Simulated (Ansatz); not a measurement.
Stretching the C2–H3 bond in C2H6Si (SMILES C[Si]C) (multiplicity 1 held, fragments rigid). Energies count from the point at 1.100 Å.
Geometry at that point (charge 0, multiplicity 1):
```tsv
atom	x (Å)	y (Å)	z (Å)
Si	0.2150	-0.1003	0.7165
C	0.5319	1.3337	-0.4970
H	-0.4013	1.9155	-0.5328
H	0.7306	1.0042	-1.5213
H	1.3226	2.0111	-0.1729
C	-0.8153	-1.2015	-0.4475
H	-0.0971	-1.6831	-1.1278
H	-1.5109	-0.6402	-1.0788
H	-1.3537	-1.9966	0.0694
```

Signs of static correlation in cc-pV(T+d)Z, with CASSCF(2,2), from Ansatz (a program for electronic structure) runs.

| R (Å) | T1 of restricted CCSD | largest double amplitude of restricted CCSD | CASSCF natural occupations |
|---|---|---|---|
| 0.880 | 0.012 | 0.103 | 1.99 0.01 |
| 0.990 | 0.012 | 0.103 | 1.99 0.01 |
| 1.100 | 0.012 | 0.102 | 1.98 0.02 |
| 1.210 | 0.012 | 0.101 | 1.98 0.02 |
| 1.320 | 0.012 | 0.100 | 1.96 0.04 |
| 1.485 | 0.013 | 0.097 | 1.94 0.06 |
| 1.650 | 0.015 | 0.092 | 1.91 0.09 |
| 1.925 | 0.019 | 0.094 | 1.83 0.17 |
| 2.201 | 0.027 | 0.161 | 1.72 0.28 |
| 2.531 | 0.038 | … | 1.54 0.46 |
| 2.971 | 0.055 | … | 1.33 0.67 |
| 3.521 | 0.070 | 0.704 | 1.16 0.84 |

Question: Complete the blanks.

Answer: 
- 2.531, largest double amplitude of restricted CCSD: 0.269
- 2.971, largest double amplitude of restricted CCSD: 0.516

Doubts at one or more of the structures used: a restricted determinant that unrestricted orbitals would lower (R-CCSD(T)/cc-pV(T+d)Z); other coupled-cluster roots lie near (R-CCSD(T)/cc-pV(T+d)Z); T1 above 0.05 (R-CCSD(T)/cc-pV(T+d)Z).
